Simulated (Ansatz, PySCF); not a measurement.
C4H13OSi2 (SMILES [CH2][SiH](C)O[SiH](C)C), doublet, geometry from GFN2-xTB. Base run: PySCF with PBE0/STO-3G.

Geometry (Å):
```xyz
20

C      1.9518    -1.6040    -0.9387
Si     1.5144     0.1519    -0.5750
C      2.7771     0.9538     0.6063
O      0.0613     0.2321     0.1529
Si    -1.4523    -0.1801     0.5703
C     -2.2925    -1.0844    -0.8739
C     -2.3731     1.4243     0.9964
H      2.9106    -1.8950    -1.3296
H      1.2663    -2.4171    -0.7761
H      1.3851     0.9616    -1.7978
H      2.8294     0.4255     1.5537
H      2.5117     1.9853     0.8165
H      3.7684     0.9477     0.1650
H     -1.3261    -1.0612     1.7396
H     -3.3068    -1.3796    -0.6244
H     -1.7456    -1.9828    -1.1443
H     -2.3405    -0.4565    -1.7595
H     -1.8640     1.9707     1.7845
H     -3.3822     1.2171     1.3386
H     -2.4456     2.0843     0.1362
```
Charge 0, spin multiplicity 2.
Orbitals are unrestricted.
All else is at PySCF's defaults.

The same geometry, method and basis name were run in Ansatz (a quantum-chemistry and plane-wave program) and PySCF, at each program's defaults and at the settings that a row names. The base is PySCF at its defaults. Differences at the defaults can come from grids, fitting, cores and function types together.

```csv
code and settings,ΔE vs base (µEh),basis functions,E (Eh),SCF cycles,dipole (D)
"PySCF, defaults (exact integrals, its default grid, spherical functions)",0.0,56,-804.35166,11,0.36
"Ansatz, defaults (factorised integrals, its default grid, spherical functions)",11.1,56,-804.35165,-,-
"PySCF, density fitting with def2-universal-jkfit",-2645,56,-804.35431,11,0.36
"PySCF, fine grid",4.0,56,-804.35166,11,0.36
"Ansatz, high accuracy",4.4,56,-804.35166,-,-
```

Open shells are given as the SCF converged; they aren't shown to be the lowest states, and a large step between rows can be another state.
